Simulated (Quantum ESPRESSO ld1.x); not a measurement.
The mean radii <r> (bohr) of the occupied orbitals of an atom or ion are listed with their occupations. Method: scalar-relativistic Kohn-Sham, LDA (Slater exchange, Perdew-Zunger correlation), spin-polarised, spherical densities, point nucleus; computed with ld1.x of Quantum ESPRESSO 7.5.

| orbital | occ. | <r> |
|---|---|---|
| 1s up | 1 | 0.03347 |
| 1s down | 1 | 0.03347 |
| 2s up | 1 | 0.1447 |
| 2s down | 1 | 0.1447 |
| 2p up | 3 | 0.1260 |
| 2p down | 3 | 0.1259 |
| 3s up | 1 | 0.3672 |
| 3s down | 1 | 0.3675 |
| 3p up | 3 | 0.3586 |
| 3p down | 3 | 0.3591 |
| 3d up | 1 | 0.3218 |

Name the element and its charge. Open shells, if any, are filled with parallel spins first.

Answer. Z = 44, ruthenium, charge +25: Ru25+ in [Ar] 3d1. The 1s radius gives Z: for a bare nucleus <r> = (2 gamma + 1)/(2Z) with gamma = sqrt(1 - (Z/c)^2), 0.03289 bohr for Z = 44, and screening makes it slightly larger (0.03347 here). The occupations add up to 19, and the charge is Z minus that.
